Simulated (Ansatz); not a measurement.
**Which method gave which barrier?**

Saddle point of SiNH$_{7}$SO, singlet (SiH₄SO ([OH][SiH2][SH]) + NH₃ → SiNH₅O ([NH2][SiH2][OH]) + H₂S; bonds formed: Si1–N7, S2–H6; bonds broken: Si1–S2, H6–N7), PBE0-D4/def2-TZVP structure:

```
11
angstrom
Si -0.7508 0.2741 0.0157
S 0.3772 -2.4262 -0.0389
H -1.4769 -0.3707 -1.0906
H -0.9984 -0.1592 1.4007
O -1.0194 1.9129 -0.0705
H 1.1546 -0.8469 -0.3109
N 1.0401 0.3248 -0.3456
H 0.7403 -2.4736 1.2530
H -1.9144 2.2279 0.0618
H 1.5851 0.7956 0.3703
H 1.2624 0.7410 -1.2452
```

Program: Ansatz 0.2.0. Basis: def2-TZVPP, with def2-QZVPP for the basis limit. Cores are frozen in the correlated methods. B3LYP uses VWN-RPA correlation. Extrapolation: Hartree–Fock as exp(−7.88 √X), correlation as X^−2.97. Four methods, as single points on the PBE0-D4 structures, gave these electronic barriers from the start structure: 0.844, 0.910, 1.049, 1.157 eV.

(1) The methods were, in alphabetical order, B3LYP-D4, CCSD(T), HF, PBE-D4. Which gave which? (Judge from chemistry; the calculation decides.)

No T1 diagnostic of these runs exceeds 0.011.

## Answers

(1) The calculation gives: PBE-D4 0.844; B3LYP-D4 0.910; CCSD(T) 1.049; HF 1.157 eV. For comparison, CCSD(T) at an estimated basis limit (MP2 extrapolated from triple and quadruple zeta, plus CCSD(T) − MP2 in triple zeta) gives 1.017 eV.

Labels in which every atom is bracketed show which atoms are joined, not bond orders.

For scale, one of the runs: CCSD(T)/def2-TZVPP, 244 basis functions, launched by `ansatz run in.yaml --threads 4 --pin off --events-out ev --progress --plain --max-ram 9574MiB`. Hardware: 4 CPU threads of an Arm Neoverse V1, shared host. Wall time 97 s; peak host memory 4.7 GiB.
